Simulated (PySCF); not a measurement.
A calculated (TPSS, PySCF 2.14, Sapporo-DZP-2012, the spin-free X2C one-electron Hamiltonian (Gaussian nucleus)) atom or ion has these occupied shells.

| shell | electrons | orbital energy (eV) | rms radius, mean of both spins (bohr) |
| --- | --- | --- | --- |
| 1s | 2 | -834.50 | 0.183 |
| 2s | 2 | -36.226 | 0.983 |
| 2p | 6 | -12.311 | 1.09 |

Q: Name the element and its charge.

A: Ne (neon, neutral), in [Ne], closed-shell 1S.
